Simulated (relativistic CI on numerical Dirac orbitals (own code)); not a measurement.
# What each ingredient does to the levels of N IV

Base calculation: Dirac-Coulomb-Breit CI, orbitals from a KLI potential per configuration, model QED (radiative potential, 1s self-energy scaled to tabulated hydrogen-like ionisation energies), valence Slater integrals scaled by 0.85, P86 correlation energy added to each configuration.

Configurations in the expansion (outside the closed core 1s2): 2s², 2s2p, 2p², 2p3s, 2p3p, 2s3s, 2s3p, 2s3d, 2s4s, 2s4p, 2s4d, 2s4f, 2s5s, 2s5p, 2s5d, 2s5f, 2s5g, 3s², 3s3p, 3p². Levels of other configurations are missing.

Variants: (1) self-excluded LDA correlation estimate; (2) valence Slater integrals scaled by 0.75; (3) only the first 3 configurations; (4) non-relativistic limit. Shifts of the energy above 2s² ¹S0, in cm⁻¹, for the lowest level and the first level of each name with at least 55 % of one term (blank where a level changes its place among those of its configuration and J or its character, or is not in the variant):

| Level | Base | Δ(1) | Δ(2) | Δ(3) | Δ(4) | Measured |
| --- | --- | --- | --- | --- | --- | --- |
| 2s² ¹S0 | 0 | 0 | 0 | 0 | 0 | 0 |
| 2s2p ³P°0 | 67806 | -1422 | -789 | -20 | -152 | 67209 |
| 2s2p ³P°1 | 67866 | -1422 | -788 | -19 | -211 | 67272 |
| 2s2p ³P°2 | 68004 | -1422 | -788 | -18 | -349 | 67416 |
| 2s2p ¹P°1 | 130863 | -1413 | -8222 | +506 | -315 | 130694 |
| 2p² ³P0 | 177282 | -2745 | -1567 | -19 | -482 | 175535 |
| 2p² ³P1 | 177352 | -2745 | -1566 | -19 | -553 | 175608 |
| 2p² ³P2 | 177470 | -2745 | -1567 | -18 | -670 | 175733 |
| 2p² ¹D2 | 192490 | -2645 | -3003 | +3284 | -601 | 188882 |
| 2p² ¹S0 | 235076 | -2520 | -9320 | +1732 | -608 | 235369 |
| 2s3s ³S1 | 376078 | +6727 | -1882 |  | -203 | 377285 |
| 2s3s ¹S0 | 386212 | +6669 | -3038 |  | -221 | 388855 |
| 2s3p ¹P°1 | 405439 | +6568 |  |  | -290 | 404522 |
| 2s3p ³P°0 | 405606 | +6689 | -2476 |  | -248 | 405972 |

For a near-neutral ion this model can misplace configurations by up to about 10,000 cm⁻¹ (more where the count of f electrons changes) and terms by 10 to 25 % of their spread. Rates follow the energies as ν³ (E1, M1) or ν⁵ (E2), so they and the lifetimes can be off by large factors. The fine structure of a lone outer electron comes out too small, for d and f at times inverted, and misplaced configurations move strength between like terms. 47 of the 58 excited levels that our extract of the measured tables holds in this range could be paired (the sources list more); they are missed by 1077 cm⁻¹ on average and 5286 at most, and levels without a partner can miss by more.

Measured levels: Moore, Selected Tables of Atomic Spectra, NSRDS-NBS 3, section 4.

Ionisation energy from the two ground configurations alone: base 75.96 eV; self-excluded LDA correlation estimate 77.04 eV. The NIST ASD value (measured) is 77.4735 eV.
